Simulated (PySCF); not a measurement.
Isomers of C2H8O3SSi. Method used: TDDFT wB97X-D/def2-SVPD, vertical, gas phase, core orbitals frozen in the response (PySCF 2.14.0, density-fitted response routines). Geometries: GFN2-xTB; one conformer of each isolated species. Triplets are in the Tamm–Dancoff approximation. 'Strongest' means the level of largest summed f among the lowest 8 singlets; it needn't be the same kind of state in each.

Question: Rank by computed energy of the strongest computed level, lowest first.
A. `C[SiH2]OS(C)(=O)=O`
B. `CS(=O)(=O)CO[SiH3]`
C. `C[S@@](=O)CO[SiH2]O`
D. `C[SiH2]CS(=O)(=O)O`
E. `CSC[Si](O)(O)O`
F. `CS(=O)(=O)C[SiH2]O`

Answer: E (6.83 eV), C (7.04 eV), B (8.14 eV), F (8.43 eV), D (8.76 eV), A (9.01 eV).

```json
{"SMILES": "CSC[Si](O)(O)O", "strongest (eV)": "6.83", "gap (eV)": "9.65", "first f ≥ 0.01 (nm)": "209", "f (strongest)": "0.05", "S1 (eV)": "5.41", "HOMO (eV)": "-8.14", "S1 mainly": "H→L+1 (60%)"}
{"SMILES": "C[S@@](=O)CO[SiH2]O", "strongest (eV)": "7.04", "gap (eV)": "10.82", "first f ≥ 0.01 (nm)": "199", "f (strongest)": "0.06", "S1 (eV)": "6.24", "HOMO (eV)": "-9.14", "S1 mainly": "H→L (78%)"}
{"SMILES": "CS(=O)(=O)CO[SiH3]", "strongest (eV)": "8.14", "gap (eV)": "11.77", "first f ≥ 0.01 (nm)": "166", "f (strongest)": "0.05", "S1 (eV)": "7.47", "HOMO (eV)": "-10.10", "S1 mainly": "H→L (49%)"}
{"SMILES": "CS(=O)(=O)C[SiH2]O", "strongest (eV)": "8.43", "gap (eV)": "11.68", "first f ≥ 0.01 (nm)": "156", "f (strongest)": "0.10", "S1 (eV)": "7.35", "HOMO (eV)": "-10.26", "S1 mainly": "H-2→L (86%)"}
{"SMILES": "C[SiH2]CS(=O)(=O)O", "strongest (eV)": "8.76", "gap (eV)": "12.28", "first f ≥ 0.01 (nm)": "143", "f (strongest)": "0.06", "S1 (eV)": "7.99", "HOMO (eV)": "-10.74", "S1 mainly": "H→L (74%)"}
{"SMILES": "C[SiH2]OS(C)(=O)=O", "strongest (eV)": "9.01", "gap (eV)": "12.35", "first f ≥ 0.01 (nm)": "147", "f (strongest)": "0.12", "S1 (eV)": "8.07", "HOMO (eV)": "-10.61", "S1 mainly": "H→L (56%)"}
```

H and L stand for HOMO and LUMO.

- `CSC[Si](O)(O)O`: Löwdin shares by element: HOMO sulfur 65%, carbon 21%; LUMO silicon 32%, oxygen 25% or more, sulfur 9% (atoms not listed hold the other 34%).
- `C[S@@](=O)CO[SiH2]O`: Löwdin shares by element: HOMO oxygen 49% or more, sulfur 29%, carbon 8% or more; LUMO sulfur 52%, carbon 17%, oxygen 5% or more (atoms not listed hold the other 25%).
- `CS(=O)(=O)CO[SiH3]`: Löwdin shares by element: HOMO oxygen 49%, carbon 11% or more (atoms not listed hold the other 40%); LUMO sulfur 20%, silicon 16%, oxygen 9% or more, carbon 9% or more (atoms not listed hold the other 47%).
- `CS(=O)(=O)C[SiH2]O`: Löwdin shares by element: HOMO oxygen 47% or more, carbon 28% (atoms not listed hold the other 24%); LUMO silicon 29%, oxygen 23% or more, hydrogen 10% or more, carbon 7% or more (atoms not listed hold the other 31%).
- `C[SiH2]CS(=O)(=O)O`: Löwdin shares by element: HOMO oxygen 94%; LUMO sulfur 39%, oxygen 17% or more, hydrogen 11% or more, silicon 7% (atoms not listed hold the other 26%).
- `C[SiH2]OS(C)(=O)=O`: Löwdin shares by element: HOMO oxygen 83%, carbon 5% or more; LUMO sulfur 32%, silicon 15%, oxygen 9% or more, carbon 7% or more (atoms not listed hold the other 37%).
